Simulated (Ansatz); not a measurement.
Coupled-cluster diagnostics for Ge(CCH)2H2 (C₄H₄Ge), Ansatz.

Geometry of the singlet (PBE0-D4/def2-SVP):

```xyz
9

Ge    0.470   -0.430   -0.764
C    -0.264    1.322   -0.763
C    -0.736    2.442   -0.766
H    -1.153    3.434   -0.771
C     0.158   -1.226    0.932
C    -0.033   -1.739    2.017
H    -0.203   -2.193    2.977
H     1.980   -0.346   -1.012
H    -0.219   -1.265   -1.850
```

Correlated methods freeze 13 core orbitals; core or outer-core shells of Ge are correlated, in sets that lack core-valence functions.

Problem. Estimate the CCSD(T) correlation energy, the shares of MP2 and (T), T1 and the reference's ⟨S²⟩ for: charge 0, singlet, own geometry in def2-TZVP; and the rough time on 2 threads of Intel Xeon 6975P-C on a shared host.

Solution. 
| state | basis | correlation (eV) | MP2 share (%) | (T) share (%) | T1 | ⟨S²⟩ (pure) | wall time |
| --- | --- | --- | --- | --- | --- | --- | --- |
| charge 0, singlet, own geometry | def2-TZVP | -24.726 | 92.8 | 4.9 | 0.013 | 0.00 (0.00) | 41 s |
Customary marks for T1 are 0.02 (closed shells), 0.045 (open shells) and about 0.05 (3d metals). T1 stays under 0.02 throughout.
